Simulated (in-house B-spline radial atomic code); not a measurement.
The numbers below are computed, except where a source is named.
# Stopping and range of 10 keV Se in Si

The pair potential comes from two frozen, spherical free-atom densities (PBE, B-spline radial code, scalar-relativistic past argon): electrostatics plus the change in Thomas-Fermi kinetic and Dirac exchange energy where they overlap, the recipe behind the universal ZBL potential, which averages such potentials (from solid-state densities) over many pairs. It is written V = (Z1 Z2 e²/r) φ(r/a), with e² = 14.3996 eV·Å and a = 0.46850 Å/(Z1^0.23 + Z2^0.23); ZBL's fit is φ = 0.18175 e^(−3.1998x) + 0.50986 e^(−0.94229x) + 0.28022 e^(−0.4029x) + 0.02817 e^(−0.20162x). Where φ falls below 4e-4 it is continued as an exponential.

The target is taken as amorphous, with density 2.329 g/cm³ (NSM archive of the Ioffe Institute); channelling is ignored. Masses: Se 78.97, Si 28.09 u. Nuclear stopping is S_n = 4π a Z1 Z2 e² M1/(M1 + M2) × s_n(ε), with s_n integrated over impact parameters for each pair. Electronic stopping is Lindhard and Scharff's S_e = Z1^(1/6) 8π e² a0 Z1 Z2/(Z1^(2/3) + Z2^(2/3))^(3/2) × v/v0, with a0 = 0.529177 Å and v = v0 at 24.801 keV/u; it misses the oscillations with Z1 seen in experiment, which reach tens of per cent. Compounds add by atom fraction.

```json
{"target atom": "Si", "a (Å)": "0.11468", "ε at this energy": "0.0439", "s_n, this pair": "0.2747", "s_n, ZBL potential": "0.2659"}
```

What are the atom density and the stopping powers at entry?

N = 2.329 × 0.602214/28.09 = 0.04993 atoms/Å³. For Si: S_n = 7286 × 0.2747 = 2002 eV·Å², S_e = 1.7809 × √10000 = 178.1 eV·Å². Averaged over the target's atoms and times N × 10 Å/nm, the ion loses N S_n = 1000 eV/nm to recoils and N S_e = 88.9 eV/nm to electrons; the nuclear share is 92 %.

Along the track:

```csv
E (keV),N S_n (eV/nm),N S_e (eV/nm)
0.5,313,19.9
1.5,507,34.4
3,668,48.7
5,806,62.9
7.5,920,77
10,1000,88.9
```

Estimate the path length and the projected range.

With continuous slowing down the path is the integral of dE/(N (S_n + S_e)). Trapezoids over the table give 12.5 nm, and the stretch below the first row, with stopping taken as √E, adds 2E/(N S) = 3 nm: 15.5 nm in all, against 15.2 nm on a fine grid from 5 eV. Deflections shorten the depth: to first order in the energy passed on, N (S_n + S_e) dR_p/dE = 1 − N S_n (M2/M1) R_p/(2E), summed over the target's atoms, and integrating this on the fine grid gives R_p = 11.7 nm, 0.77 of the path. Lindhard's rule of thumb R/(1 + M2/3M1), with mean M2/M1 = 0.36, gives 13.6 nm. On the ZBL potential the same equation gives 12 nm, and the full integral equation, which keeps hard collisions, 12.2 nm.
